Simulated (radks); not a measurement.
Removal energies from the sulfur ion S5+, [Ne] 3s1, by Delta-SCF beside the eigenvalue of the level emptied. Calculated with a radial shooting solver on a logarithmic mesh with Libxc functionals: Dirac Kohn-Sham, PBE, spin-unpolarised, spherical densities, finite nucleus; Fermi nuclear charge, rms radius of each element as measured or else 0.836 A^(1/3) + 0.57 fm. Sub-shells are occupied by j as written (lower j first in brackets).

removed from,final configuration,Delta-SCF (eV),-eigenvalue (eV)
3s1/2,[Ne],88.117,80.611
2p3/2,"[He] 2s2 2p(1/2: 2, 3/2: 3) 3s1",259.61,236.10
2p1/2,"[He] 2s2 2p(1/2: 1, 3/2: 4) 3s1",261.00,237.39
2s1/2,[He] 2s1 2p6 3s1,313.07,291.36
